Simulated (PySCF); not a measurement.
Excited states of Ag³⁷⁺ (silver, charge +37)

Ground state [Ne], ¹S. Computed with PySCF 2.14 in an even-tempered Gaussian basis (19 s from 2.4 bohr⁻², ratio 2.5; 13 p from 3.04 bohr⁻², ratio 2.5; 7 d from 1.56 bohr⁻², ratio 2.7; 3 f from 120 bohr⁻², ratio 2.7), with scalar relativity by spin-free X2C-1e. Vertical excitation energies in eV without spin-orbit coupling; excited terms of each kind are numbered among those the solver found.

| term | leading excitation | TDA-PBE |
| --- | --- | --- |
| 1 3P° | 2p → s | 3107.7 |
| 1 1P° | 2p → s | 3114.5 |
| 1 3S | 2p → p | 3209.3 |
| 1 3D | 2p → p | 3214.8 |
| 1 1P | 2p → p | 3219.9 |
| 1 3P | 2p → p | 3219.9 |
| 1 1D | 2p → p | 3220.7 |
| 1 1S | 2p → p | 3270.3 |
| 2 3P° | 2p → d | 3333.9 |
| 1 3F° | 2p → d | 3335.8 |
| 1 1F° | 2p → d | 3343.1 |
| 1 3D° | 2p → d | 3343.1 |
| 1 1D° | 2p → d | 3343.1 |
| 2 3S | 2s → s | 3462.3 |
| 2 1S | 2s → s | 3482.3 |

Where a singlet and its triplet coincide, the exchange integral that splits them vanishes by symmetry for a single excitation; correlation beyond this level separates them.

Oscillator strength of the first ¹S → ¹P° line: TDA-PBE 0.169.

The spin-orbit splitting of the hole, absent here, rivals or exceeds the spacing of these terms, so the LS terms are model states.

The solver can miss terms.
